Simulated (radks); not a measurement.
Values are calculated unless marked as measured or tabulated.
Task: Coherent X-ray form factor from a spherical all-electron density. Level of theory: Dirac Kohn-Sham, Slater X-alpha with alpha = 0.879, spin-unpolarised, spherical densities, point nucleus (a radial shooting solver on a logarithmic mesh with Libxc functionals).

| sin(theta)/lambda (1/angstrom) | f0 (electrons) |
|---|---|
| 0.05 | 49.311 |
| 0.1 | 47.437 |
| 0.15 | 44.828 |
| 0.2 | 41.945 |
| 0.25 | 39.092 |
| 0.3 | 36.407 |
| 0.4 | 31.642 |
| 0.5 | 27.648 |
| 0.6 | 24.405 |
| 0.8 | 19.903 |
| 1 | 17.060 |
| 1.25 | 14.307 |
| 1.5 | 11.822 |
| 2 | 8.008 |

The species is in the configuration that NIST lists as its ground one. Which atom or ion scatters so?

Result: The tellurium ion Te2+, [Kr] 4d10 5s2 5p2. Extrapolating in s^2 from the first two rows gives f0(0) = 49.9, near the electron count 50; among species with that count, the fall with angle is slower the higher Z, and the table is that of Z = 52; from so few rows the species is fixed only to a neighbour or two.
